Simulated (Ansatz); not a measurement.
Isolated molecules relaxed with PBE0-D4/def2-TZVP in Ansatz; ΔE leaves out vibrations. CCSD(T)/CBS is the MP2 limit (def2-TZVPP, def2-QZVPP) plus CCSD(T) − MP2 in def2-TZVPP, frozen cores. This one scheme is used for every species. Functionals use def2-TZVPP. For Se outer-core shells are correlated without core-valence functions, which leaves a few kJ/mol of doubt a bond. Scalar relativity is left out up to krypton. Each species was taken in one conformer, which may not be the lowest.

Reaction (ligand exchange at a B–Se bond): `B[Se]CC` + H–F → `BF` + `CC[SeH]`

```tsv
level	ΔE (kcal/mol)
PBE-D4	-8.3
r2SCAN-D4	-10.2
PBE0-D4	-9.0
CCSD/def2-TZVPP	-11.3
HF/def2-QZVPP	-18.7
SCS-MP2/def2-QZVPP	-10.7
MP2/CBS(def2)	-7.6
CCSD/CBS(def2)	-10.1
```

**Question.** What does CCSD(T)/CBS give? (An estimate is asked.)

**Answer.** Ansatz gave: -8.9 kcal/mol. The listed levels differ from it by 0.6, -1.3, -0.1, -2.4, -9.8, -1.8, 1.3, -1.2 kcal/mol.

Largest T1 diagnostic among the species: 0.013.

The D4 term adds +1.8 kcal/mol with B3LYP and +1.0 kcal/mol with PBE0; it sums over pairs of atoms, weighted by their polarisabilities, and B3LYP, whose exchange is more repulsive, gets the larger term. In def2-TZVPP, CCSD(T) changes the Hartree–Fock value by +8.4 kcal/mol (the triples alone add +1.3 kcal/mol) and MP2 by +9.6 kcal/mol.

B3LYP here is the variant with VWN-RPA as its local correlation; programs differ in this.
